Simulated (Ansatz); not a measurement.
Problem. Name a neutral molecule of Al, C, Sn and H with size of the dipole moment (PBE/def2-TZVPP) between 1.25 and 1.55 D and HOMO energy (B3LYP/def2-TZVPP) between -6.05 and -5.75 eV (Ansatz, PBE0-D4/def2-TZVP geometry).

Solution. `[SnH3][C]1=[CH][AlH]1` (1.51 D, -5.90 eV). Other molecules can fit too; these were computed, each in one conformer that needn't be the lowest.

B3LYP here is the variant with VWN-RPA as its local correlation; programs differ in this.
